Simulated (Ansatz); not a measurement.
Ansatz (a program for electronic structure) input (HF/aug-cc-pVQZ):

Ansatz 0.2 input:
```yaml
crystal:
  periodic: [false, false, false]
  atoms:
    - {symbol: C, position_ang: [2.52220906, 0.72218036, 0.64715374]}
    - {symbol: C, position_ang: [1.36638315, 0.05084956, 1.38532505]}
    - {symbol: B, position_ang: [0.04707263, -0.29834780, 0.63217022]}
    - {symbol: Br, position_ang: [-0.08296092, 0.00048519, -1.29006292]}
    - {symbol: C, position_ang: [-1.22160213, -0.86178324, 1.35258388]}
    - {symbol: C, position_ang: [-2.34850007, 0.18889786, 1.44243023]}
    - {symbol: H, position_ang: [3.37127406, 0.89379693, 1.31110901]}
    - {symbol: H, position_ang: [2.86569018, 0.10952391, -0.18720811]}
    - {symbol: H, position_ang: [2.21892260, 1.68521061, 0.23389613]}
    - {symbol: H, position_ang: [1.69941929, -0.89790862, 1.83361901]}
    - {symbol: H, position_ang: [1.06832616, 0.64712431, 2.26003461]}
    - {symbol: H, position_ang: [-0.96029080, -1.19564993, 2.36175035]}
    - {symbol: H, position_ang: [-1.60099258, -1.73513738, 0.81340642]}
    - {symbol: H, position_ang: [-2.01983470, 1.07952179, 1.98263707]}
    - {symbol: H, position_ang: [-3.21483851, -0.21519263, 1.96807905]}
    - {symbol: H, position_ang: [-2.67034703, 0.50260109, 0.44907034]}
basis:
  gaussian:
    orbitals: aug-cc-pVQZ
hamiltonian:
  xc: hf
```

End of the output:

```
integrals: 3.84 GiB planned
2556 factors; their error is unknown
15.01 GiB of device memory are held for the factors and their scratch space
mean field: 18.23 GiB planned
mean field evaluation 1: about -74949.1295 eV, gradient 4.6e1 eV
mean field evaluation 2: about -74953.7580 eV, gradient 1.9e1 eV
mean field evaluation 4: about -74954.7562 eV, gradient 1.1e0 eV
mean field evaluation 8: about -74955.6789 eV, gradient 7.4e-1 eV
mean field -74955.67934177 eV, -2754.5704090259 hartree, gradient 3.1e-5 eV, S^2 0.000000; 0 other end points of the search recorded, 0 dependent functions left out
reference -74955.67934177 eV, -2754.5704090259 hartree; 37, 37 occupied and 916, 916 virtual orbitals, 2556 factors
Total energy: -74955.67934177 eV, -2754.5704090259 hartree
```
